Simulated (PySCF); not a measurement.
Predicted microwave data (PBE0/pcSseg-1 in PySCF (dipole) on a GFN2-xTB geometry, gas phase) for one isomer of C5H8N2O2S:

| Item | Value |
| --- | --- |
| Rotational constants | A = 2783, B = 708.5, C = 653.8 MHz |
| Dipole components | \|μa\| = 3.83 D, \|μb\| = 0.73 D, \|μc\| = 3.54 D |
| Inertial defect | -121.92 u·Å² |
| κ | -0.95 |

**Question.** Which structure is it? (One computed conformer of each.)
A. `[CH3:1][c:2]1[n:3][cH:4][nH:5][c:6]1[S:7]([CH3:8])(=[O:9])=[O:10]` with N5–C6–S7–C8 104°
B. `[CH3:1][n:2]1[cH:3][c:4]([S:5]([CH3:6])(=[O:7])=[O:8])[cH:9][n:10]1` with C3–C4–S5–C6 107°

**Answer.** B. It is Cn1cc(S(C)(=O)=O)cn1, a near-prolate asymmetric top, point group C1. The candidates at the same level (rigid rotor, commonest isotopes):

```
               SMILES  A (MHz)  B (MHz)  C (MHz)  μa (D)  μb (D)  μc (D)  Δ (u·Å²)  point group                        rotor
Cc1nc[nH]c1S(C)(=O)=O     1996    984.3    783.6    0.66    1.08    3.45   -121.76           C1               asymmetric top
 Cn1cc(S(C)(=O)=O)cn1     2783    708.5    653.8    3.83    0.73    3.54   -121.92           C1  near-prolate asymmetric top
```

`Cc1nc[nH]c1S(C)(=O)=O` has B 39 % too high. No structure here is proved a minimum.
